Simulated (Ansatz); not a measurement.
C2H3FSi can be A, `FC#C[SiH3]`, or B, `F[SiH]1C=C1`.

Calculated with Ansatz (gas phase, PBE0-D4/def2-TZVP geometries, no zero-point term in ΔE). CCSD(T)/CBS is the MP2 limit (def2-TZVPP, def2-QZVPP) plus CCSD(T) − MP2 in def2-TZVPP, frozen cores. Functionals use def2-TZVPP. B3LYP here is the variant with VWN-RPA as its local correlation; programs differ in this.

A:

```xyz
7

F    -0.580    2.455    1.961
C    -0.350    1.481    1.183
C    -0.133    0.556    0.445
Si    0.198   -0.838   -0.670
H    -0.494   -2.050   -0.166
H    -0.300   -0.513   -2.029
H     1.659   -1.090   -0.725
```

B:

Z-matrix (Å, degrees):
```
Si
C 1 1.780
C 1 1.780 2 44.5
F 1 1.595 2 122.3 3 105.0
H 1 1.472 2 125.7 3 -107.1
H 2 1.084 1 158.3 3 -176.8
H 3 1.084 1 158.3 2 176.8
```

Q: Which isomer does CCSD(T)/CBS put lower? Give the gap. (An estimate is asked.)

A: Ansatz gave: B, by 58.1 kcal/mol.

Q: Give E(B) − E(A) in kcal/mol with B3LYP-D4, ωB97M-V, CCSD(T)/def2-SVP, BLYP-D4, LDA (SPW92), CCSD(T)/def2-TZVPP, r2SCAN-D4. (Estimate.)

A: Computed: B3LYP-D4 -54.4, ωB97M-V -58.0, CCSD(T)/def2-SVP -47.7, BLYP-D4 -51.6, LDA (SPW92) -57.7, CCSD(T)/def2-TZVPP -55.9, r2SCAN-D4 -58.3. None reverses the order clearly.

Q: Does the order hold for the free energy at 298.15 K (harmonic terms from PBE0-D4)? (Best estimate.)

A: The calculation gave: Yes: G(B) − G(A) = -54.7 kcal/mol.

Largest T1 diagnostic: 0.013.

From PBE to PBE0 (25 % exact exchange), in def2-TZVPP and without D4, E(B) − E(A) moves by −2.9 kcal/mol. In def2-TZVPP, CCSD(T) changes the Hartree–Fock value by −1.9 kcal/mol (the triples alone add +0.2 kcal/mol) and MP2 by −3.6 kcal/mol.
